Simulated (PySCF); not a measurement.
Al(NMe2)(SiH3)2, SMILES C[N](C)[Al]([SiH3])[SiH3] (C2H12AlNSi2), singlet, GFN2-xTB optimised geometry.

```
18

Al    -0.19     0.17     0.00
N     -0.94    -1.48     0.00
C     -0.18    -2.72     0.02
C     -2.37    -1.72    -0.02
H     -0.42    -3.32     0.91
H     -0.39    -3.33    -0.87
H      0.89    -2.48     0.03
H     -2.67    -2.29    -0.90
H     -2.69    -2.28     0.87
H     -2.89    -0.76    -0.03
Si     2.24     0.17     0.00
H      2.89    -0.45     1.18
H      2.81     1.53    -0.03
H      2.89    -0.51    -1.15
Si    -1.78     2.00     0.00
H     -1.13     3.33     0.02
H     -2.71     2.05     1.16
H     -2.69     2.07    -1.17
```

Density from PBE0/def2-SVP (PySCF) at that geometry.

Minimum of the electron density along straight lines between bonded atoms, close to the bond critical point (lines longer than 1.1 times the sum of covalent radii, or with two minima, are not listed):

| bond | length / Å | ρ at the minimum / e bohr⁻³ | ∇²ρ there / e bohr⁻⁵ | position (fraction from the first atom) |
|---|---|---|---|---|
| Al1–N2 | 1.811 | 0.088 | 0.62 | 0.42 |
| N2–C3 | 1.451 | 0.269 | -0.75 | 0.61 |
| N2–C4 | 1.451 | 0.269 | -0.75 | 0.61 |
| C3–H5 | 1.097 | 0.275 | -1.01 | 0.63 |
| C3–H6 | 1.097 | 0.275 | -1.01 | 0.63 |
| C3–H7 | 1.093 | 0.277 | -1.03 | 0.63 |
| C4–H8 | 1.097 | 0.275 | -1.01 | 0.63 |
| C4–H9 | 1.097 | 0.275 | -1.01 | 0.63 |
| C4–H10 | 1.093 | 0.277 | -1.03 | 0.63 |
| Al1–Si11 | 2.428 | 0.063 | 0.07 | 0.35 |
| Si11–H12 | 1.483 | 0.111 | 0.30 | 0.49 |
| Si11–H13 | 1.483 | 0.112 | 0.30 | 0.49 |
| Si11–H14 | 1.483 | 0.111 | 0.30 | 0.49 |
| Al1–Si15 | 2.428 | 0.063 | 0.07 | 0.35 |
| Si15–H16 | 1.483 | 0.112 | 0.30 | 0.49 |
| Si15–H17 | 1.483 | 0.111 | 0.30 | 0.49 |
| Si15–H18 | 1.483 | 0.111 | 0.30 | 0.49 |
